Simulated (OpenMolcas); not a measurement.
Pd3+ among 4 point charges of -2 e arranged as a tetrahedron (Td).

| Item | Value |
| --- | --- |
| Program | OpenMolcas |
| Method | SS-CASPT2, IPEA 0.25 Eh, imaginary shift 0.1 Eh (closed shells correlated: 4s 4p) |
| Basis | ANO-RCC-VDZP [6s5p3d1f] |
| Scalar Hamiltonian | DKH2, point nucleus |
| Active space | 7 electrons in 5 orbitals (4d) |
| State averaging | 2S+1 = 4 even, 10 roots; 2S+1 = 2 even, 40 roots |
| Spin-orbit coupling | state interaction with AMFI integrals over the reference wave functions |

All point charges move together. At R = 1.87 Å the first state of the same spin is 3540 cm-1, and at R = 2.04 Å it is 2490 cm-1.

**Question.** A third run gives 4620 cm-1. What distance was it run at?

**Answer.** With a power law R^-n the two known points give n = -ln(2490 / 3540) / ln(2.04 / 1.87) = 4.04. Then R = 1.87 × (3540 / 4620)^(1/4.04) = 1.751 Å. The run was at 1.73 Å, so the estimate is off by +0.021 Å.

Roots that are degenerate in the reference are averaged as groups; the widest CASPT2 spread within a group is 280 cm-1 (the 3-fold group of multiplicity 4 near 3540 cm-1 above the lowest state of its run, R = 1.87). Shifts and gaps below about the spread of the groups concerned are not significant. Free-ion shares, where given, are those of the reference states; single-state CASPT2 does not remix them. Spin-orbit coupling mixes the spin-free states strongly: the lowest level takes only 69 % from its leading state, 4A2 (holds for R = 2.04). The ground term spreads over less than 5000 cm-1, several times less than with real ligands, so orbital moments are less quenched and χT lies further from the spin-only value than at real sites (holds for R = 2.04). Point charges carry no covalency, so the field is a model and not that of real ligands. No measured value stands beside these numbers.
